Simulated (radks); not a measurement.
Species: the ytterbium ion Yb37+. Configuration: [Ar] 3d10 4s2 4p3.

Calculated with a radial shooting solver on a logarithmic mesh with Libxc functionals: scalar-relativistic Kohn-Sham, exchange-only LDA, spin-polarised, spherical densities, point nucleus; open shells are filled with parallel spins first (spin-orbit coupling, left out, can overturn this in heavy ions).

Energy parts (Ry):
total: -26455.6628
kinetic: 28977.7780
electron-nucleus: -60865.0510
Hartree: 5868.1117
exchange: -436.5015

Orbitals (lengths in bohr, moments of r in powers of bohr):
| orbital | occ. | eigenvalue (Ry) | <r^4> | <1/r> |
|---|---|---|---|---|
| 1s up | 1 | -4616.488 | 7.567e-07 | 80.60 |
| 1s down | 1 | -4616.272 | 7.567e-07 | 80.60 |
| 2s up | 1 | -880.0029 | 0.0001156 | 18.81 |
| 2s down | 1 | -879.8677 | 0.0001156 | 18.81 |
| 2p up | 3 | -790.0644 | 0.00008856 | 17.27 |
| 2p down | 3 | -789.8812 | 0.00008857 | 17.27 |
| 3s up | 1 | -284.8029 | 0.004081 | 7.046 |
| 3s down | 1 | -284.5813 | 0.004066 | 7.049 |
| 3p up | 3 | -257.6280 | 0.004247 | 6.574 |
| 3p down | 3 | -257.3856 | 0.004227 | 6.577 |
| 3d up | 5 | -225.3622 | 0.003185 | 6.232 |
| 3d down | 5 | -225.1415 | 0.003166 | 6.236 |
| 4s up | 1 | -133.0500 | 0.06106 | 3.397 |
| 4s down | 1 | -132.0499 | 0.06110 | 3.400 |
| 4p up | 3 | -122.8470 | 0.06902 | 3.201 |
| 4p down | 0 | -121.8481 | 0.06919 | 3.203 |

The highest occupied level is 4p up at -1671.4 eV. Spin moment in Bohr magnetons: 3. For comparison, the ionisation energy in NIST's Atomic Spectra Database is 1668 eV (theoretical). In exact Kohn-Sham theory the highest level is minus the ionisation energy, but local and semilocal functionals leave it too shallow, through self-interaction and a potential that decays too fast; potentials with the right tail come closer.
